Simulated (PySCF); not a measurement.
## Structure from 2D NMR

Compound of formula C$_{4}$H$_{8}$OSi. Correlations simulated from computed shifts and the bond graph:

HSQC (one-bond C–H):
```
  δH     δC
6.36  141.2
6.01  123.6
5.55  123.6
4.50   96.6
4.35   96.6
```

COSY cross peaks (H two or three bonds apart, from the bond graph; peaks can be absent where the dihedral angle is near 90°):
```
  δH    δH
6.36  6.01
6.36  5.55
6.01  5.55
4.50  4.35
```

HMBC (two and three bonds, from the bond graph):
```
  δH                  δC
6.36  164.4, 123.6, 96.6
6.01        164.4, 141.2
5.55        164.4, 141.2
5.04               164.4
4.50        164.4, 141.2
4.35        164.4, 141.2
```

Carbons without hydrogens: δ 164.4.

- GFN2-xTB geometry
- PBE0/pcSseg-1 with gauge-including orbitals
- program: PySCF 2.14.0 with density-fitted response routines
- gas phase, a single conformation, one averaged value for each set of equivalent atoms, relativity neglected

δ = σ(ref) − σ, references computed at the same level: TMS for ¹H (31.72 ppm) and ¹³C (186.93 ppm).

Exchangeable hydrogens are left out of these lists.

Task: Which molecule is this?

Result: SMILES C=CC(=C)O[SiH3].

Mapped SMILES: `[CH2:1]=[CH:2][C:3](=[CH2:4])[O:5][SiH3:6]`. Each H is labelled by its parent atom. Ha(C4) is cis to C2; Ha(C1) is cis to C3; Hb(C4) is trans to C2; Hb(C1) is trans to C3.

δC 164.4 is C3, an alkene carbon bearing oxygen. δC 141.2 is C2, an alkene CH (δH 6.36). δC 123.6 is C1, a terminal =CH2 carbon (δH 5.55, 6.01). δC 96.6 is C4, a β carbon of an enol-ether or enamine type C=C (δH 4.50, 4.35). HMBC from δH 6.36 reaches the proton-free carbon C3. HMBC from δH 6.01 reaches the proton-free carbon C3. HMBC from δH 5.55 reaches the proton-free carbon C3. HMBC from δH 5.04 reaches the proton-free carbon C3. COSY links 6.36–6.01, 6.36–5.55, 6.01–5.55, 4.50–4.35.

The shifts were computed for this structure.

Shifts are as computed. Against solution values, carbons near 30 ppm lie about +3 ppm off and those near 130 ppm about +5 ppm. Of 1211 compounds with measured shifts, 218 miss one by over three times the rms of a fit or turn the order of signals round; such compounds aren't used in these exercises.
